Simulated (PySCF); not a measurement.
All values below come from PBE0-D4/def2-TZVP run with PySCF. Gas-phase values, no solvent. One relaxed conformer stands for a flexible species; it need not be the lowest. 

Reference species (SMILES): `[CH2]C=C` (H–C–C–C torsion 0°) (neutral, multiplicity 2).

```
Property                          Value
-----------------------------  --------
highest occupied spin orbital  -5.89 eV
```

Changed species: `C[C]=C` (H atom removed from C2; the reference has H atom removed from C3).

Problem. What does the change do to the highest occupied spin orbital?

Solution. the highest occupied spin orbital decreases by 0.36 eV, to -6.25 eV.
